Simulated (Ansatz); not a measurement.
Mulliken charges of `N#[C][Sn]([Cl])([Cl])[Cl]` from ωB97M-V/def2-TZVPP in Ansatz (PBE0-D4/def2-TZVP geometry).

| atom | x (Å) | y (Å) | z (Å) | charge (e) |
| --- | --- | --- | --- | --- |
| N1 | 1.696 | -1.811 | 1.138 | 0.002 |
| C2 | 0.981 | -1.048 | 0.656 | -0.333 |
| Sn3 | -0.314 | 0.332 | -0.225 | 1.074 |
| Cl4 | -2.065 | -0.792 | -1.165 | -0.248 |
| Cl5 | 0.822 | 1.492 | -1.830 | -0.248 |
| Cl6 | -1.078 | 1.764 | 1.380 | -0.248 |

By hand: the dipole of these point charges (1 e Å = 4.8032 D).

Σ q r = (-0.085, 0.091, -0.057) e Å, of length 0.137 e Å = 0.66 D.

How does the dipole of the full density compare? (Estimate.)

Ansatz gave: (-0.270, 0.288, -0.182) e Å, 2.09 D; the point charges give 0.32 times that, at 0° from its direction.

Point charges leave out the atoms' own dipoles, such as those of lone pairs, and Mulliken's split depends on the basis, so the two needn't agree.
